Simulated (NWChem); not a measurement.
System: C3H6Se; SMILES C(C[SeH])=C

NWChem input:

```
start job
memory heap 200 mb stack 900 mb global 1100 mb
geometry units angstroms
  C      0.447064     2.731153    -0.196603
  C     -0.098725     1.697624     0.449034
  C     -0.832395     0.586112    -0.212601
  Se     0.039746    -1.160284     0.045125
  H      0.377902     2.827557    -1.285255
  H      0.980571     3.519876     0.339770
  H     -0.001903     1.626957     1.539076
  H     -1.826027     0.434466     0.238205
  H     -0.969453     0.763085    -1.288465
  H      1.308725    -0.747005    -0.573701
end
basis spherical
  * library 6-31g*
end
dft
  xc hfexch
  iterations 150
end
driver
  maxiter 120
end
task dft optimize
task dft freq
```

NWChem printed, in part:

```
             Northwest Computational Chemistry Package (NWChem) 7.3.0
             --------------------------------------------------------

 C1  symmetry detected

                             Geometry "geometry" -> ""
                             -------------------------

 Output coordinates in angstroms (scale by  1.889725989 to convert to a.u.)

  No.       Tag          Charge          X              Y              Z
 ---- ---------------- ---------- -------------- -------------- --------------
    1 C                    6.0000     0.40552255     2.75822684    -0.21399608
    2 C                    6.0000    -0.06406902     1.70709451     0.46240583
    3 C                    6.0000    -0.83067262     0.58888880    -0.14868040
    4 Se                  34.0000     0.09246366    -1.14288226     0.01175653
    5 H                    1.0000     0.24215725     2.86538219    -1.29152557
    6 H                    1.0000     0.96804368     3.55120680     0.28516567
    7 H                    1.0000     0.12649238     1.62619502     1.53930021
    8 H                    1.0000    -1.77933705     0.41282952     0.38288901
    9 H                    1.0000    -1.06208048     0.77512264    -1.20667617
   10 H                    1.0000     1.29627448    -0.69800028    -0.70725138

 Effective nuclear repulsion energy (a.u.)     228.2482753351

                                Z-matrix (autoz)
                                --------

 Units are Angstrom for bonds and degrees for angles

      Type          Name      I     J     K     L     M      Value
      ----------- --------  ----- ----- ----- ----- ----- ----------
    1 Stretch                  1     2                       1.33526
    2 Stretch                  1     5                       1.09510
    3 Stretch                  1     6                       1.09289
    4 Stretch                  2     3                       1.48711
    5 Stretch                  2     7                       1.09661
    6 Stretch                  3     4                       1.96900
    7 Stretch                  3     8                       1.10160
    8 Stretch                  3     9                       1.09890
    9 Stretch                  4    10                       1.47107
   10 Bend                     1     2     3               124.40673
   11 Bend                     1     2     7               119.63166
   12 Bend                     2     1     5               121.53422
   13 Bend                     2     1     6               121.38819
   14 Bend                     2     3     4               112.71653
   15 Bend                     2     3     8               111.45799
   16 Bend                     2     3     9               112.13239
   17 Bend                     3     2     7               115.95350
   18 Bend                     3     4    10                94.46493
   19 Bend                     4     3     8               102.93598
   20 Bend                     4     3     9               109.04014
   21 Bend                     5     1     6               117.07739
   22 Bend                     8     3     9               108.07846
   23 Torsion                  1     2     3     4         117.42687
   24 Torsion                  1     2     3     8        -127.40231
   25 Torsion                  1     2     3     9          -6.08220
   26 Torsion                  2     3     4    10         -58.64901
   27 Torsion                  3     2     1     5           0.46259
   28 Torsion                  3     2     1     6        -179.70248
   29 Torsion                  4     3     2     7         -61.52979
   30 Torsion                  5     1     2     7         179.38332
   31 Torsion                  6     1     2     7          -0.78175
   32 Torsion                  7     2     3     8          53.64103
   33 Torsion                  7     2     3     9         174.96114
   34 Torsion                  8     3     4    10        -178.85234
   35 Torsion                  9     3     4    10          66.55925

  xc_inp: hfexch multiplicative factor not found.

                           NWChem Geometry Optimization
                           ----------------------------

 maximum gradient threshold         (gmax) =   0.000450
 rms gradient threshold             (grms) =   0.000300
 maximum cartesian step threshold   (xmax) =   0.001800
 rms cartesian step threshold       (xrms) =   0.001200
 fixed trust radius                (trust) =   0.300000
 source of zmatrix                         =   autoz

          -------------------
          Energy Minimization
          -------------------

 Using diagonal initial Hessian
 Scaling for Hessian diagonals: bonds = 1.00  angles = 0.25  torsions = 0.10

          --------
          Step   0

                                 NWChem DFT Module
                                 -----------------

 Summary of "ao basis" -> "ao basis" (spherical)
 ------------------------------------------------------------------------------
       Tag                 Description            Shells   Functions and Types
 ---------------- ------------------------------  ------  ---------------------
 C                           6-31g*                  6       14   3s2p1d
 Se                          6-31g*                 12       32   5s4p3d
 H                           6-31g*                  2        2   2s

            General Information
            -------------------
          SCF calculation type: DFT
          Wavefunction type:  closed shell.
          No. of atoms     :    10
          No. of electrons :    58
           Alpha electrons :    29
            Beta electrons :    29
          Charge           :     0
          Spin multiplicity:     1
          Use of symmetry is: off; symmetry adaption is: off
          Maximum number of iterations: 150
          AO basis - number of functions:    86
                     number of shells:    42
          Convergence on energy requested:  1.00D-06
          Convergence on density requested:  1.00D-05
          Convergence on gradient requested:  5.00D-04

              XC Information
              --------------
                     Hartree-Fock (Exact) Exchange  1.000

      Superposition of Atomic Density Guess
      -------------------------------------

 Sum of atomic energies:       -2515.47550095

      Non-variational initial energy
      ------------------------------

 Total energy =   -2517.585951
 1-e energy   =   -3950.946741
 2-e energy   =    1205.112515
 HOMO         =      -0.263336
 LUMO         =       0.008159

   convergence    iter        energy       DeltaE   RMS-Dens  Diis-err
 ---------------- ----- ----------------- --------- --------- ---------
 d= 0,ls=0.0,diis     1  -2516.5517921942 -2.74D+03  5.21D-03  2.29D-01
 d= 0,ls=0.0,diis     2  -2516.5947099609 -4.29D-02  1.82D-03  2.67D-02
 d= 0,ls=0.0,diis     3  -2516.5986615042 -3.95D-03  7.65D-04  5.42D-03
 d= 0,ls=0.0,diis     4  -2516.5995390332 -8.78D-04  1.61D-04  1.69D-04
 d= 0,ls=0.0,diis     5  -2516.5995718571 -3.28D-05  6.88D-05  1.27D-05
  Resetting Diis
 d= 0,ls=0.0,diis     6  -2516.5995760323 -4.18D-06  2.37D-05  1.68D-06
 d= 0,ls=0.0,diis     7  -2516.5995765176 -4.85D-07  6.51D-06  1.31D-07

         Total DFT energy =    -2516.599576517618
      One electron energy =    -3954.461389053394
           Coulomb energy =     1312.736097003915
    Exchange-Corr. energy =     -103.122559803233
 Nuclear repulsion energy =      228.248275335094

 Numeric. integr. density =        0.000000000000

[...]

      ----------------------
      Optimization converged
      ----------------------

  Step       Energy      Delta E   Gmax     Grms     Xrms     Xmax
  ---- ---------------- -------- -------- -------- -------- --------
@    4   -2516.60130961 -7.4D-07  0.00011  0.00003  0.00048  0.00160
                                     ok       ok       ok       ok

                                Z-matrix (autoz)
                                --------

 Units are Angstrom for bonds and degrees for angles

      Type          Name      I     J     K     L     M      Value     Gradient
      ----------- --------  ----- ----- ----- ----- ----- ---------- ----------
    1 Stretch                  1     2                       1.31935   -0.00006
    2 Stretch                  1     5                       1.07675    0.00002
    3 Stretch                  1     6                       1.07503    0.00003
    4 Stretch                  2     3                       1.49642    0.00007
    5 Stretch                  2     7                       1.07712    0.00001
    6 Stretch                  3     4                       1.97362   -0.00004
    7 Stretch                  3     8                       1.08318    0.00004
    8 Stretch                  3     9                       1.07989    0.00003
    9 Stretch                  4    10                       1.45789   -0.00011
   10 Bend                     1     2     3               124.14941   -0.00001
   11 Bend                     1     2     7               119.91342    0.00002
   12 Bend                     2     1     5               121.98396    0.00002
   13 Bend                     2     1     6               121.43302   -0.00001
   14 Bend                     2     3     4               112.95750    0.00000
   15 Bend                     2     3     8               111.22594    0.00000
   16 Bend                     2     3     9               111.75310   -0.00001
   17 Bend                     3     2     7               115.93444   -0.00000
   18 Bend                     3     4    10                95.72676    0.00001
   19 Bend                     4     3     8               103.62888   -0.00001
   20 Bend                     4     3     9               108.61665    0.00002
   21 Bend                     5     1     6               116.58295   -0.00001
   22 Bend                     8     3     9               108.25451   -0.00000
   23 Torsion                  1     2     3     4         117.19431   -0.00003
   24 Torsion                  1     2     3     8        -126.76250   -0.00004
   25 Torsion                  1     2     3     9          -5.64617   -0.00005
   26 Torsion                  2     3     4    10         -58.20682   -0.00001
   27 Torsion                  3     2     1     5           0.08057    0.00004
   28 Torsion                  3     2     1     6         179.98198    0.00002
   29 Torsion                  4     3     2     7         -62.20306    0.00002
   30 Torsion                  5     1     2     7         179.45533   -0.00001
   31 Torsion                  6     1     2     7          -0.64326   -0.00002
   32 Torsion                  7     2     3     8          53.84014    0.00001
   33 Torsion                  7     2     3     9         174.95647   -0.00000
   34 Torsion                  8     3     4    10        -178.69011   -0.00001
   35 Torsion                  9     3     4    10          66.36255   -0.00001

                         Geometry "geometry" -> "geometry"
                         ---------------------------------

 Output coordinates in angstroms (scale by  1.889725989 to convert to a.u.)

  No.       Tag          Charge          X              Y              Z
 ---- ---------------- ---------- -------------- -------------- --------------
    1 C                    6.0000     0.39815868     2.75560053    -0.20920704
    2 C                    6.0000    -0.05955438     1.71798293     0.46499011
    3 C                    6.0000    -0.83153299     0.59212497    -0.14799779
    4 Se                  34.0000     0.09398355    -1.14493807    -0.00238925
    5 H                    1.0000     0.24052179     2.86168610    -1.26906123
    6 H                    1.0000     0.94835070     3.54123551     0.27633549
    7 H                    1.0000     0.12506456     1.64124814     1.52338788
    8 H                    1.0000    -1.76638034     0.42776716     0.37385294
    9 H                    1.0000    -1.05311269     0.77854570    -1.18834183
   10 H                    1.0000     1.29929595    -0.72718920    -0.70818162

 Effective nuclear repulsion energy (a.u.)     228.5455792614

[...]

 Rotational Constants
 --------------------
 A=   0.616336 cm-1  (  0.886751 K)
 B=   0.063617 cm-1  (  0.091529 K)
 C=   0.061666 cm-1  (  0.088721 K)

 Temperature                      =   298.15K
 frequency scaling parameter      =   1.0000

 Zero-Point correction to Energy  =   52.967 kcal/mol  (  0.084409 au)
 Thermal correction to Energy     =   56.317 kcal/mol  (  0.089746 au)
 Thermal correction to Enthalpy   =   56.909 kcal/mol  (  0.090690 au)

 Total Entropy                    =   75.330 cal/mol-K
   - Translational                =   40.267 cal/mol-K (mol. weight = 120.9652)
   - Rotational                   =   25.992 cal/mol-K (symmetry #  =        1)
   - Vibrational                  =    9.071 cal/mol-K

 Cv (constant volume heat capacity) =   17.276 cal/mol-K
   - Translational                  =    2.979 cal/mol-K
   - Rotational                     =    2.979 cal/mol-K
   - Vibrational                    =   11.317 cal/mol-K

[normal modes left out]

 ----------------------------------------------------------------------------
 Normal Eigenvalue ||           Projected Infra Red Intensities
  Mode   [cm**-1]  || [atomic units] [(debye/angs)**2] [(KM/mol)] [arbitrary]
 ------ ---------- || -------------- ----------------- ---------- -----------
    1       -0.000 ||    0.000243           0.006         0.237       0.241
    2        0.000 ||    0.000143           0.003         0.139       0.142
    3        0.000 ||    0.000002           0.000         0.002       0.002
    4        0.000 ||    0.000110           0.003         0.107       0.109
    5        0.000 ||    0.000310           0.007         0.302       0.307
    6        0.000 ||    0.000269           0.006         0.262       0.266
    7      111.379 ||    0.000383           0.009         0.373       0.379
    8      215.804 ||    0.009899           0.228         9.650       9.799
    9      272.646 ||    0.001368           0.032         1.333       1.354
   10      418.625 ||    0.000490           0.011         0.478       0.486
   11      585.392 ||    0.002132           0.049         2.079       2.111
   12      747.174 ||    0.018499           0.427        18.033      18.313
   13      794.749 ||    0.008722           0.201         8.503       8.635
   14      994.148 ||    0.012488           0.288        12.174      12.363
   15     1033.434 ||    0.011667           0.269        11.373      11.550
   16     1075.880 ||    0.051961           1.199        50.654      51.441
   17     1138.360 ||    0.010921           0.252        10.646      10.812
   18     1189.566 ||    0.003362           0.078         3.277       3.328
   19     1341.429 ||    0.006890           0.159         6.717       6.821
   20     1373.972 ||    0.037626           0.868        36.679      37.249
   21     1444.105 ||    0.000234           0.005         0.228       0.231
   22     1583.127 ||    0.002080           0.048         2.028       2.059
   23     1625.770 ||    0.004544           0.105         4.430       4.498
   24     1872.851 ||    0.006117           0.141         5.963       6.056
   25     2597.124 ||    0.044507           1.027        43.388      44.062
   26     3249.064 ||    0.021397           0.494        20.859      21.183
   27     3313.909 ||    0.002136           0.049         2.082       2.115
   28     3327.598 ||    0.016001           0.369        15.598      15.841
   29     3352.406 ||    0.006952           0.160         6.777       6.883
   30     3410.353 ||    0.021583           0.498        21.040      21.366
 ----------------------------------------------------------------------------
```

Level: Hartree-Fock/6-31G* (spherical d). This build's default masses of Se (78.918 u) and Br (79.917 u) are each other's, which moves their modes by up to 0.6 %.
